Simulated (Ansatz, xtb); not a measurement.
# Relative energy of two isomers of C2H3Be

Structure X: `[Be][CH]=C`, a doublet. Structure Y: `[BeH][C]=C`, a doublet. Both are isolated molecules in the gas phase, relaxed with r2SCAN-D4/def2-SVP.

Energies in hartree; the thermal terms are from r2SCAN-D4/def2-SVP harmonic frequencies (ideal gas, rigid rotor, one conformer each, 298.15 K, 1 atm) and include the zero-point energy:

```
                              X          Y
E, CCSD(T)/def2-TZVP  −92.481109  −92.475589
   zero-point energy    0.041413    0.035788
        H(298 K) − E    0.046192    0.041140
        G(298 K) − E    0.016431    0.011537
```

Question: Work out ΔE, ΔE₀, ΔH and ΔG for X → Y in kcal/mol (1 Eh = 627.51 kcal/mol) and the equilibrium ratio [Y]/[X].

Answer: 1. ΔE = −92.475589 − (−92.481109) = +0.005520 Eh = +3.46 kcal/mol.
2. ΔE₀ = ΔE + ΔZPE = +0.005520 + (−0.005625) Eh = −0.07 kcal/mol.
3. ΔH = ΔE + (−0.005052) Eh = +0.29 kcal/mol.
4. ΔG = ΔE + (−0.004894) Eh = +0.39 kcal/mol, so ΔS = (ΔH − ΔG)/T = −1.4 J/(mol K).
5. kT = 0.9442 mEh, so K = [Y]/[X] = exp(−ΔG/kT) = exp(−0.66) ≈ 0.52.

The two are too close for this level to say which is favoured. An error of 1 kcal/mol in ΔG would change K by a factor of 5.4. GFN2-xTB, HF/STO-3G, HF/def2-TZVP gave ΔE the other sign. Mirror images and further conformers aren't counted.

As drawn, Y has 1 Be–H in place of 1 C–H.

Other levels gave ΔE = −25.6 (GFN2-xTB); −3.6 (HF/STO-3G, GFN2-xTB geometries); +0.7 (r2SCAN-D4/def2-SVP//GFN2-xTB); +0.5 (r2SCAN-D4/def2-SVP); −1.4 (HF/def2-TZVP); +10.4 (MP2/def2-TZVP) kcal/mol. Open shells are spin-unrestricted, with notable spin contamination. The correlated steps freeze 2 core orbitals; the last core shell of Be is correlated, in a basis made for valence electrons. Programs: Ansatz 0.2.0, xtb 6.7.1.
